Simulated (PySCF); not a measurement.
**Correlation energy of Ir⁺ (iridium, charge +1)**

[Xe] 4f14 5d7 6s1, high-spin 5F determinant. Calculation: PySCF 2.14, in def2-QZVPPD with the def2 core potential (60 electrons) (7s5p4d4f2g, 88 functions); a scalar-relativistic core potential. Frozen: 5s2 5p6; 8 electrons correlated.

| level | correlation energy (mhartree) |
| --- | --- |
| CCSD | -186.02 |
| (T) | -6.35 |
| CCSD(T) | -192.37 |

Diagnostics: T1 = 0.0069, D1 = 0.0222, largest double amplitude 0.020.

Task: Is a single reference adequate?

Result: Yes, within this model without spin-orbit coupling: T1 lies below 0.03 and no double amplitude reaches 0.07.
